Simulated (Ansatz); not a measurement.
# Molecular dynamics of C₂H₇FS₂Si

The input (input.yaml):

```yaml
crystal:
  periodic: [false, false, false]
  atoms:
    - { symbol: C, position_ang: [-0.870781, -0.84771, 0.29471] }
    - { symbol: C, position_ang: [0.324168, 0.15754, 0.387089] }
    - { symbol: F, position_ang: [0.718099, 0.23749, 1.736192] }
    - { symbol: Si, position_ang: [1.775101, -0.426694, -0.727031] }
    - { symbol: S, position_ang: [-0.163348, 1.835453, -0.244202] }
    - { symbol: S, position_ang: [-1.89649, 2.217327, 0.854432] }
    - { symbol: H, position_ang: [-1.17377, -0.99808, -0.749318] }
    - { symbol: H, position_ang: [-0.586191, -1.818181, 0.722394] }
    - { symbol: H, position_ang: [-1.728759, -0.455205, 0.858743] }
    - { symbol: H, position_ang: [2.855147, 0.528011, -0.675571] }
    - { symbol: H, position_ang: [2.239671, -1.710445, -0.259628] }
    - { symbol: H, position_ang: [1.302877, -0.553189, -2.084517] }
    - { symbol: H, position_ang: [-2.775424, 1.798882, -0.098493] }
basis:
  gaussian: { orbitals: STO-3G }
hamiltonian:
  xc: pbe0
  dispersion: d4
md:
  timestep: 0.5
  n_steps: 100
  ensemble: nvt_langevin
  temperature: 50.0
  initial_velocities: maxwell_boltzmann
  seed: 332338
  friction: 0.02
scf:
  lower_state_search: "off"
```

Run as:

```bash
$ ansatz run input.yaml --threads 1 --pin off --max-ram 2048MiB --backend cpu --events-out ev --progress --plain --runs-dir out
```

It starts from a relaxed structure.

Output, in part (one step line in 2, the closing report, with atoms numbered from 0):

```
md step     0: t =     0.00 fs  T =    46.2 K  F+E_penalty+E_count = -34042.55993418 eV  E_kin = 0.077556 eV  (13 SCF iters)
md step     2: t =     1.00 fs  T =    38.5 K  F+E_penalty+E_count = -34042.55076093 eV  E_kin = 0.064695 eV  (12 SCF iters)
md step     4: t =     2.00 fs  T =    30.5 K  F+E_penalty+E_count = -34042.53504062 eV  E_kin = 0.051194 eV  (13 SCF iters)
md step     6: t =     3.00 fs  T =    27.0 K  F+E_penalty+E_count = -34042.52976309 eV  E_kin = 0.045312 eV  (13 SCF iters)
md step     8: t =     4.00 fs  T =    31.3 K  F+E_penalty+E_count = -34042.53452191 eV  E_kin = 0.052575 eV  (13 SCF iters)
md step    10: t =     5.00 fs  T =    31.2 K  F+E_penalty+E_count = -34042.53269663 eV  E_kin = 0.052435 eV  (13 SCF iters)
md step    12: t =     6.00 fs  T =    26.9 K  F+E_penalty+E_count = -34042.52093363 eV  E_kin = 0.045199 eV  (13 SCF iters)
md step    14: t =     7.00 fs  T =    19.9 K  F+E_penalty+E_count = -34042.51272764 eV  E_kin = 0.033496 eV  (12 SCF iters)
md step    16: t =     8.00 fs  T =    22.9 K  F+E_penalty+E_count = -34042.51633571 eV  E_kin = 0.038540 eV  (12 SCF iters)
md step    18: t =     9.00 fs  T =    25.6 K  F+E_penalty+E_count = -34042.52581182 eV  E_kin = 0.043023 eV  (12 SCF iters)
md step    20: t =    10.00 fs  T =    25.8 K  F+E_penalty+E_count = -34042.52844756 eV  E_kin = 0.043374 eV  (12 SCF iters)
md step    22: t =    11.00 fs  T =    24.5 K  F+E_penalty+E_count = -34042.52834568 eV  E_kin = 0.041184 eV  (13 SCF iters)
md step    24: t =    12.00 fs  T =    27.3 K  F+E_penalty+E_count = -34042.53371525 eV  E_kin = 0.045822 eV  (13 SCF iters)
md step    26: t =    13.00 fs  T =    32.8 K  F+E_penalty+E_count = -34042.53710826 eV  E_kin = 0.055033 eV  (13 SCF iters)
md step    28: t =    14.00 fs  T =    26.0 K  F+E_penalty+E_count = -34042.53184764 eV  E_kin = 0.043737 eV  (13 SCF iters)
md step    30: t =    15.00 fs  T =    21.9 K  F+E_penalty+E_count = -34042.52289984 eV  E_kin = 0.036744 eV  (13 SCF iters)
md step    32: t =    16.00 fs  T =    22.9 K  F+E_penalty+E_count = -34042.52087613 eV  E_kin = 0.038422 eV  (13 SCF iters)
md step    34: t =    17.00 fs  T =    27.1 K  F+E_penalty+E_count = -34042.52539045 eV  E_kin = 0.045619 eV  (13 SCF iters)
md step    36: t =    18.00 fs  T =    32.7 K  F+E_penalty+E_count = -34042.53039199 eV  E_kin = 0.055011 eV  (12 SCF iters)
md step    38: t =    19.00 fs  T =    31.8 K  F+E_penalty+E_count = -34042.52860684 eV  E_kin = 0.053371 eV  (12 SCF iters)
md step    40: t =    20.00 fs  T =    29.5 K  F+E_penalty+E_count = -34042.52252373 eV  E_kin = 0.049610 eV  (12 SCF iters)
md step    42: t =    21.00 fs  T =    30.1 K  F+E_penalty+E_count = -34042.52050879 eV  E_kin = 0.050567 eV  (12 SCF iters)
md step    44: t =    22.00 fs  T =    36.7 K  F+E_penalty+E_count = -34042.52510576 eV  E_kin = 0.061736 eV  (12 SCF iters)
md step    46: t =    23.00 fs  T =    36.5 K  F+E_penalty+E_count = -34042.52571407 eV  E_kin = 0.061396 eV  (13 SCF iters)
md step    48: t =    24.00 fs  T =    36.9 K  F+E_penalty+E_count = -34042.51997007 eV  E_kin = 0.062063 eV  (13 SCF iters)
md step    50: t =    25.00 fs  T =    30.7 K  F+E_penalty+E_count = -34042.51093664 eV  E_kin = 0.051596 eV  (12 SCF iters)
md step    52: t =    26.00 fs  T =    31.0 K  F+E_penalty+E_count = -34042.50572755 eV  E_kin = 0.052138 eV  (12 SCF iters)
md step    54: t =    27.00 fs  T =    31.9 K  F+E_penalty+E_count = -34042.50963253 eV  E_kin = 0.053537 eV  (12 SCF iters)
md step    56: t =    28.00 fs  T =    30.7 K  F+E_penalty+E_count = -34042.51628320 eV  E_kin = 0.051657 eV  (12 SCF iters)
md step    58: t =    29.00 fs  T =    33.9 K  F+E_penalty+E_count = -34042.52055548 eV  E_kin = 0.056995 eV  (12 SCF iters)
md step    60: t =    30.00 fs  T =    30.8 K  F+E_penalty+E_count = -34042.52004013 eV  E_kin = 0.051836 eV  (12 SCF iters)
md step    62: t =    31.00 fs  T =    27.3 K  F+E_penalty+E_count = -34042.51789314 eV  E_kin = 0.045893 eV  (12 SCF iters)
md step    64: t =    32.00 fs  T =    27.0 K  F+E_penalty+E_count = -34042.51875881 eV  E_kin = 0.045338 eV  (13 SCF iters)
md step    66: t =    33.00 fs  T =    28.2 K  F+E_penalty+E_count = -34042.52117729 eV  E_kin = 0.047308 eV  (13 SCF iters)
md step    68: t =    34.00 fs  T =    33.3 K  F+E_penalty+E_count = -34042.52353031 eV  E_kin = 0.056025 eV  (13 SCF iters)
md step    70: t =    35.00 fs  T =    31.6 K  F+E_penalty+E_count = -34042.52315910 eV  E_kin = 0.053109 eV  (13 SCF iters)
md step    72: t =    36.00 fs  T =    32.9 K  F+E_penalty+E_count = -34042.52185094 eV  E_kin = 0.055301 eV  (13 SCF iters)
md step    74: t =    37.00 fs  T =    33.3 K  F+E_penalty+E_count = -34042.51983568 eV  E_kin = 0.055894 eV  (13 SCF iters)
md step    76: t =    38.00 fs  T =    36.2 K  F+E_penalty+E_count = -34042.52167729 eV  E_kin = 0.060887 eV  (12 SCF iters)
md step    78: t =    39.00 fs  T =    37.7 K  F+E_penalty+E_count = -34042.52261967 eV  E_kin = 0.063341 eV  (12 SCF iters)
md step    80: t =    40.00 fs  T =    35.2 K  F+E_penalty+E_count = -34042.52354291 eV  E_kin = 0.059157 eV  (11 SCF iters)
md step    82: t =    41.00 fs  T =    38.8 K  F+E_penalty+E_count = -34042.52230479 eV  E_kin = 0.065169 eV  (12 SCF iters)
md step    84: t =    42.00 fs  T =    36.5 K  F+E_penalty+E_count = -34042.51670854 eV  E_kin = 0.061353 eV  (12 SCF iters)
md step    86: t =    43.00 fs  T =    33.6 K  F+E_penalty+E_count = -34042.50967445 eV  E_kin = 0.056430 eV  (12 SCF iters)
md step    88: t =    44.00 fs  T =    29.0 K  F+E_penalty+E_count = -34042.50408497 eV  E_kin = 0.048693 eV  (11 SCF iters)
md step    90: t =    45.00 fs  T =    30.3 K  F+E_penalty+E_count = -34042.50444721 eV  E_kin = 0.050871 eV  (13 SCF iters)
md step    92: t =    46.00 fs  T =    31.7 K  F+E_penalty+E_count = -34042.50905278 eV  E_kin = 0.053294 eV  (12 SCF iters)
md step    94: t =    47.00 fs  T =    38.3 K  F+E_penalty+E_count = -34042.51089353 eV  E_kin = 0.064336 eV  (12 SCF iters)
md step    96: t =    48.00 fs  T =    38.1 K  F+E_penalty+E_count = -34042.50837048 eV  E_kin = 0.064036 eV  (12 SCF iters)
md step    98: t =    49.00 fs  T =    40.6 K  F+E_penalty+E_count = -34042.50907662 eV  E_kin = 0.068300 eV  (12 SCF iters)
md step   100: t =    50.00 fs  T =    38.5 K  F+E_penalty+E_count = -34042.51710204 eV  E_kin = 0.064666 eV  (13 SCF iters)
Total energy: -34042.51711936 eV, -1251.0394292897 hartree
Atom 0 at    -0.806187    -0.896270     0.313063 Å, force    -0.041564     0.529281     0.156607 eV/Å
Atom 1 at     0.355262     0.157198     0.383814 Å, force     0.247397    -0.229763    -0.194736 eV/Å
Atom 2 at     0.753809     0.271037     1.723275 Å, force     0.105072    -0.066168     0.216316 eV/Å
Atom 3 at     1.794864    -0.394423    -0.766662 Å, force     0.290197    -0.331135     0.746157 eV/Å
Atom 4 at    -0.147053     1.820692    -0.254393 Å, force    -0.352594     0.006749     0.051250 eV/Å
Atom 5 at    -1.908766     2.144608     0.827629 Å, force    -0.288362    -0.079769    -0.468595 eV/Å
Atom 6 at    -1.084099    -1.077399    -0.726083 Å, force    -0.255738     0.038656    -0.219459 eV/Å
Atom 7 at    -0.527626    -1.854517     0.755801 Å, force     0.309954    -0.129058     0.161941 eV/Å
Atom 8 at    -1.661947    -0.500459     0.880513 Å, force    -0.106485    -0.060854    -0.203421 eV/Å
Atom 9 at     2.909586     0.530298    -0.688821 Å, force    -0.235288    -0.036453    -0.165043 eV/Å
Atom 10 at     2.251270    -1.687152    -0.289825 Å, force    -0.047530     0.154942    -0.162920 eV/Å
Atom 11 at     1.271666    -0.532247    -2.092214 Å, force     0.020057     0.061343    -0.326173 eV/Å
Atom 12 at    -2.775779     1.756849    -0.174154 Å, force     0.354884     0.142230     0.408075 eV/Å
Dipole moment:    -0.076093    -0.234114    -0.273760 e Å
```

The run went to its last step. The mean temperature of the second half is 33 % below the set value. A run of 0.05 ps of so small a system gives no equilibrium averages. Limits of this set-up: minimal basis.

The same pairs are bonded in the first frame and the last. Pairs count as bonded within 1.25 times the sum of covalent radii (0.12 Å more for H–H).

Last frame:

```xyz
13
Properties=species:S:1:pos:R:3
C -0.806 -0.896 0.313
C 0.355 0.157 0.384
F 0.754 0.271 1.723
Si 1.795 -0.394 -0.767
S -0.147 1.821 -0.254
S -1.909 2.145 0.828
H -1.084 -1.077 -0.726
H -0.528 -1.855 0.756
H -1.662 -0.500 0.880
H 2.910 0.530 -0.689
H 2.251 -1.687 -0.290
H 1.272 -0.532 -2.092
H -2.776 1.757 -0.174
```

The run took 3.8 min on 1 thread of Arm Neoverse V2 (shared host), peak memory 0.11 GiB.
